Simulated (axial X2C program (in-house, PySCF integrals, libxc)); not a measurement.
Results of a calculation; reference values are marked as such.
# HfBr⁺: input and output

Program: an in-house relativistic program for diatomic molecules.

Input:
```json
{
 "zs": [
  72,
  35
 ],
 "q": 1,
 "bas": [
  "dyall-cv3z",
  "dyall-cv3z"
 ],
 "levels": [
  "PBE0",
  "HF",
  "BHandHLYP"
 ],
 "cc": true,
 "r0": 2.66,
 "thr": -1.0,
 "nmax": 90,
 "npts": 10,
 "nst": 2,
 "ntry": 6
}
```
```bash
python so2c.py task.json out
```

Keys: zs atomic numbers; q charge; bas basis sets; levels methods; cc coupled cluster on or off; r0 starting distance in Å; thr threshold in hartree for freezing inner shells (an s shell follows its p shell); nmax most natural virtual spinors; npts points on the curve; nst determinants followed; ntry starts of the search. HF also brings MP2.

Output of the HF step, scalar-relativistic, at R = 2.361 Å for the state M_S = 1, Λ = 2. It starts from PBE0 orbitals of this distance.

```
spin-free X2C-1e  HF
basis functions 287  fitting functions 1490  grid points 5801
iter        total energy     max residual
   1     -17677.933553128     8.41e-01
   2     -17677.990446282     3.47e-02
   3     -17677.989947046     4.34e-02
   4     -17677.995748509     1.75e-03
   5     -17677.995839472     9.49e-04
   6     -17677.995858563     4.19e-04
   7     -17677.995864226     9.93e-05
   8     -17677.995865005     4.26e-05
   9     -17677.995865101     1.32e-05
  10     -17677.995865130     7.74e-06
  11     -17677.995865138     3.38e-06
  12     -17677.995865139     2.60e-06
converged
one-electron -25427.89297069  Coulomb 7584.19735013  exact exchange -399.11454848  xc functional 0.00000000  nuclear repulsion 564.81430390
correlated 10  virtual 332  natural virtual 90  E(MP2) -0.203131280  MP2 remainder -0.005854974
iter   CCSD correlation   residual
   1     -0.206989749   9.90e-02
   2     -0.211441848   4.23e-02
   3     -0.213203586   1.75e-02
   4     -0.213238303   5.84e-03
   5     -0.213269732   1.66e-03
   6     -0.213276632   5.68e-04
   7     -0.213275477   1.95e-04
   8     -0.213276626   7.56e-05
   9     -0.213275881   3.45e-05
  10     -0.213275937   1.47e-05
  11     -0.213275765   6.73e-06
  12     -0.213275792   3.04e-06
  13     -0.213275780   1.31e-06
(T) -0.010354920  T1 0.0256  D1 0.0362  max T2 0.041
```
Energies are in hartree; totals compare only within one Hamiltonian and basis. T1 in the output is the amplitude norm over the root of the electron number; divide by √2 for the Lee–Taylor value.
